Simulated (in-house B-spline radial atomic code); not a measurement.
A calculation on neutral vanadium: its settings, and results tabulated from the run. Level of theory: Dirac-Kohn-Sham PBE, spherical fractional occupations, Fermi nucleus of rms radius 3.6002 fm; calculated with a B-spline radial code for spherical atoms.

Command:
```bash
python run_scf.py task.json out
```
Settings (nuclear radius in fm, mass in u):
```
Z                23
configuration    [Ar] 3d3 4s2
hamiltonian      dirac
method           pbe,pbe
spin_polarised   False
nucleus          fermi
rms_radius       3.6002
atomic_mass      50.94396
speed_of_light   137.035999084
```

Output (hartree, bohr):
```
 radial grid: 78 intervals, B-splines of order 8, outer radius 50 bohr

 iter        energy (Eh)    residual
    1        -943.344327    3.05e-01
    2        -945.180273    3.06e-01
    3        -948.833343    5.90e-02
    4        -948.999821    1.74e-02
    5        -949.013113    6.61e-03
    6        -949.014392    9.01e-04
    7        -949.014425    1.14e-03
    8        -949.014498    4.54e-05
    9        -949.014498    1.34e-06
   10        -949.014498    7.98e-08

 total energy                      -949.01450
 kinetic                             959.2017
 electron-nucleus                  -2260.2389
 Hartree                             397.1573
 exchange-correlation                -45.1346

 first-order corrections (not in the total)
   Gaunt                             0.3373
   retardation                      -0.0287
   frequency dependence             -0.0006
   self-energy                       0.2223
   Uehling                          -0.0176
   Wichmann-Kroll                    0.0001
   recoil                            0.0080

 orbital      occ     eigenvalue          <r>       <r^2>       <1/r>     <1/r^2>       <r^4>       r_max    small
 1s1/2      2.000      -197.1118    0.0664377  0.00593631     22.8411     1066.39 9.06958e-05     0.04349  6.80e-03
 2s1/2      2.000       -22.1413     0.308046    0.112238     4.81291      97.723   0.0221547      0.2556  1.20e-03
 2p1/2      2.000       -18.6599     0.272175   0.0913965     4.74862     31.6118   0.0171978      0.2066  1.18e-03
 2p3/2      4.000       -18.3990      0.27495    0.093131     4.68269     30.2408   0.0177975      0.2088  1.17e-03
 3s1/2      2.000        -2.5806     0.948357     1.03801     1.48785     14.1097     1.75128      0.8195  2.52e-04
 3p1/2      2.000        -1.6386      1.01091     1.20532     1.36137     4.22266     2.56505      0.8406  2.18e-04
 3p3/2      4.000        -1.6080      1.01938      1.2256     1.34705     4.04719     2.65347      0.8472  2.15e-04
 3d3/2      1.200        -0.1913      1.44515      2.8385    0.959852     1.30113     24.2184      0.8909  1.20e-04
 3d5/2      1.800        -0.1889      1.45155     2.86553    0.956086     1.29075      24.728      0.8933  1.19e-04
 4s1/2      2.000        -0.1728      3.35033     12.9905    0.387959       1.081     286.187       2.762  2.43e-05
```

Cost of the run: 2.9 s on 1 thread of Arm Neoverse N1, on a shared host.

For the Dirac Hamiltonian the kinetic term is c α·p + (β - 1)c².
